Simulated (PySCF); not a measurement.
C₈H₁₃P.
Bonds: C1–C2 (triple), C2–P3, P3–C4, C4–C5, C5–C6, C6–C7, C7–C8, C8–C9, C4–C9. Hydrogens: H10 on C1; H11 on P3; H12 on C4; H13, H14 on C5; H15, H16 on C6; H17, H18 on C7; H19, H20 on C8; H21, H22 on C9.

The same species was optimised twice, with GFN2-xTB and with PBE0-D3(BJ)/def2-SVP (PySCF), and the same property calculations (PySCF, gas phase) were run on both structures.

| coordinate | GFN2-xTB | PBE0-D3(BJ)/def2-SVP | change |
| --- | --- | --- | --- |
| C1≡C2 (Å) | 1.203 | 1.217 | +0.014 |
| C2–P3 (Å) | 1.765 | 1.775 | +0.010 |
| P3–C4 (Å) | 1.877 | 1.870 | -0.007 |
| C4–C9 (Å) | 1.528 | 1.530 | +0.002 |
| C7–C8 (Å) | 1.526 | 1.525 | -0.001 |
| C6–C7 (Å) | 1.526 | 1.524 | -0.002 |
| C4–C5 (Å) | 1.527 | 1.527 | 0.000 |
| C5–C6 (Å) | 1.527 | 1.527 | 0.000 |
| C8–C9 (Å) | 1.526 | 1.526 | 0.000 |
| C2–P3–C4 (°) | 98.6 | 100.8 | +2.2 |
| P3–C4–C5 (°) | 113.3 | 115.2 | +1.9 |
| C4–C5–C6 (°) | 110.4 | 111.6 | +1.2 |
| C7–C8–C9 (°) | 110.4 | 111.5 | +1.1 |
| C5–C6–C7 (°) | 110.5 | 111.5 | +1.0 |
| C4–C9–C8 (°) | 110.6 | 111.5 | +0.9 |
| C6–C7–C8 (°) | 110.3 | 111.2 | +0.9 |
| C1–C2–P3 (°) | 173.1 | 173.9 | +0.8 |
| C2–P3–C4–C5 (°) | 53 | 54 | +1 |

Rotational constants: A = 2327, B = 861.3, C = 835.3 MHz (GFN2-xTB) against A = 2329, B = 832.8, C = 811.4 MHz (PBE0-D3(BJ)/def2-SVP). Point groups within 0.08 Å: C1 and C1.

On the GFN2-xTB structure: HOMO (eV) -6.85 [PBE0/pcSseg-1]; LUMO (eV) -0.01 [PBE0/pcSseg-1]; dipole (D) 1.56 [PBE0/pcSseg-1]; GIAO shielding of C1 (ppm) 84.0 [PBE0/pcSseg-1]; GIAO shielding of C2 (ppm) 102.5 [PBE0/pcSseg-1]; GIAO shielding of P3 (ppm) 415.7 [PBE0/pcSseg-1]; GIAO shielding of C4 (ppm) 148.8 [PBE0/pcSseg-1]; GIAO shielding of C5/C9 (mean) (ppm) 151.1 [PBE0/pcSseg-1]; GIAO shielding of C6/C8 (mean) (ppm) 155.2 [PBE0/pcSseg-1]; GIAO shielding of C7 (ppm) 157.5 [PBE0/pcSseg-1].

Question: What do these properties become on the PBE0-D3(BJ)/def2-SVP structure?

Answer: 
```json
{"property": "HOMO (eV)", "level": "PBE0/pcSseg-1", "on GFN2-xTB": "-6.85", "on PBE0-D3(BJ)/def2-SVP": "-6.78", "change": "+0.07"}
{"property": "LUMO (eV)", "level": "PBE0/pcSseg-1", "on GFN2-xTB": "-0.01", "on PBE0-D3(BJ)/def2-SVP": "-0.09", "change": "-0.08"}
{"property": "dipole (D)", "level": "PBE0/pcSseg-1", "on GFN2-xTB": "1.56", "on PBE0-D3(BJ)/def2-SVP": "1.57", "change": "+0.01"}
{"property": "energy, GFN2-xTB geometry as zero (kcal/mol)", "level": "PBE0/pcSseg-1", "on GFN2-xTB": "0.0", "on PBE0-D3(BJ)/def2-SVP": "-1.3", "change": "-1.3"}
{"property": "GIAO shielding of C1 (ppm)", "level": "PBE0/pcSseg-1", "on GFN2-xTB": "84.0", "on PBE0-D3(BJ)/def2-SVP": "81.3", "change": "-2.7"}
{"property": "GIAO shielding of C2 (ppm)", "level": "PBE0/pcSseg-1", "on GFN2-xTB": "102.5", "on PBE0-D3(BJ)/def2-SVP": "102.6", "change": "+0.1"}
{"property": "GIAO shielding of P3 (ppm)", "level": "PBE0/pcSseg-1", "on GFN2-xTB": "415.7", "on PBE0-D3(BJ)/def2-SVP": "402.6", "change": "-13.1"}
{"property": "GIAO shielding of C4 (ppm)", "level": "PBE0/pcSseg-1", "on GFN2-xTB": "148.8", "on PBE0-D3(BJ)/def2-SVP": "148.8", "change": "0.0"}
{"property": "GIAO shielding of C5/C9 (mean) (ppm)", "level": "PBE0/pcSseg-1", "on GFN2-xTB": "151.1", "on PBE0-D3(BJ)/def2-SVP": "151.0", "change": "-0.1"}
{"property": "GIAO shielding of C6/C8 (mean) (ppm)", "level": "PBE0/pcSseg-1", "on GFN2-xTB": "155.2", "on PBE0-D3(BJ)/def2-SVP": "154.7", "change": "-0.5"}
{"property": "GIAO shielding of C7 (ppm)", "level": "PBE0/pcSseg-1", "on GFN2-xTB": "157.5", "on PBE0-D3(BJ)/def2-SVP": "157.0", "change": "-0.5"}
```

The heavy atoms differ by 0.051 Å rms after alignment. Among bonds between heavy atoms C1≡C2 changes most (+0.014 Å). Changes are differences of the printed values. Neither structure is proved a minimum here.
